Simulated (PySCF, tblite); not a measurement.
Isomers of C3H8N2SSi. Computed values, GFN2-xTB/tblite, gas phase, harmonic and unscaled. This tight-binding method is rough: wavenumbers can miss measured ones by several per cent, in bad cases by 10 to 20. Modes of hydrogen on silicon and sulfur can be 10 to 20 % off. One conformer each.

Electronic energies: PBE0/pcSseg-1 single points on the GFN2-xTB geometries (PySCF, gas phase).

| SMILES | electronic energy, lowest = 0 (kJ/mol) |
| --- | --- |
| CN[Si@H](C#N)SC | 22.4 |
| CSC[Si@H](N)C#N | 59.5 |
| C[Si@@H](N)SCC#N | 0.0 |
| C#CCS[SiH](N)N | 120.1 |
| N[SiH](N)C#CCS | 115.0 |
| N#CCSC[SiH2]N | 120.0 |

Q: How do GFN2-xTB zero-point energies change the relative energies?

A: 
| SMILES | ZPE (kJ/mol) | of it from modes above 1550 cm⁻¹ | electronic (kJ/mol) | with ZPE, lowest = 0 (kJ/mol) | lowest mode (cm⁻¹) | rings |
| --- | --- | --- | --- | --- | --- | --- |
| C[Si@@H](N)SCC#N | 283.4 | 159.7 | 0.0 | 0.0 | 26 | 0 |
| CN[Si@H](C#N)SC | 286.0 | 156.5 | 22.4 | 25.0 | 40 | 0 |
| CSC[Si@H](N)C#N | 281.1 | 159.1 | 59.5 | 57.1 | 45 | 0 |
| N[SiH](N)C#CCS | 274.7 | 160.8 | 115.0 | 106.3 | 13i | 0 |
| N#CCSC[SiH2]N | 276.2 | 154.3 | 120.0 | 112.8 | 29 | 0 |
| C#CCS[SiH](N)N | 279.0 | 166.9 | 120.1 | 115.6 | 18 | 0 |

The zero-point energies span 11.3 kJ/mol, from `N[SiH](N)C#CCS` to `CN[Si@H](C#N)SC`. Slightly imaginary modes are left out of the zero-point energy: `N[SiH](N)C#CCS` 12.5i cm⁻¹. The order is unchanged.

Q: And how do the electronic energies of GFN2-xTB itself compare?

A: `C[Si@@H](N)SCC#N` 0.0; `CN[Si@H](C#N)SC` 20.7; `CSC[Si@H](N)C#N` 111.4; `N[SiH](N)C#CCS` 91.6; `N#CCSC[SiH2]N` 77.9; `C#CCS[SiH](N)N` 42.3 kJ/mol, lowest = 0. Against the energies above, taken from the same isomer `C[Si@@H](N)SCC#N`, the largest difference is 77.8 kJ/mol.

Q: What do entropy and thermal enthalpy add at 298.15 K and 1 bar (rigid rotor, harmonic oscillator, one conformer each)?

A: 
| SMILES | point group | symmetry number | S (J/(mol K)) | H − H(0) (kJ/mol) | ZPE + H − H(0) − TS (kJ/mol) |
| --- | --- | --- | --- | --- | --- |
| C[Si@@H](N)SCC#N | C1 | 1 | 428.5 | 30.38 | 186.1 |
| CN[Si@H](C#N)SC | C1 | 1 | 433.7 | 31.00 | 187.7 |
| CSC[Si@H](N)C#N | C1 | 1 | 434.3 | 31.00 | 182.6 |
| N#CCSC[SiH2]N | C1 | 1 | 426.9 | 29.61 | 178.5 |

Not tabulated: `N[SiH](N)C#CCS` (lowest mode only 12i cm⁻¹); `C#CCS[SiH](N)N` (lowest mode only 18 cm⁻¹).
